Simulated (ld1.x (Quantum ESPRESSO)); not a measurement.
In (Z = 49): ultrasoft pseudisation with LDA (PZ), scalar-relativistic reference atom.

indium, ultrasoft, made with ld1.x (Quantum ESPRESSO) 7.5 (LDA (PZ), scalar-relativistic). Core [Ar] 3d10 4s2, reference 4p6 4d10 5s0 5p0 (charge +3). Waves: 5s (bound, empty): rcut 1.70, rcutus 1.90 bohr; 5s channel at 1.3 Ry: rcut 1.70, rcutus 1.90 bohr; 4p (bound): rcut 1.20, rcutus 1.30 bohr; 5p (bound, empty): rcut 1.20, rcutus 1.30 bohr; 4d (bound): rcut 1.20, rcutus 1.30 bohr; 4d channel at -0.7 Ry: rcut 1.20, rcutus 1.30 bohr. Local part: all-electron potential smoothed inside 1.70 bohr (lloc = -1). Core correction: none. Augmentation charge: built from norm-conserving waves at rcut, not smoothed further.

**Question.** Is the overlap operator S = 1 + Σ q|β⟩⟨β| positive definite (Bessel basis up to 400 Ry)?

**Answer.** Yes: its lowest eigenvalue is 0.25 (s channel).

Test run stopped at test 1 of 9 (negative rho).

A Bessel basis up to 400 Ry misses an occupied level by 1.28 Ry, so cutoffs and ghosts were not judged.
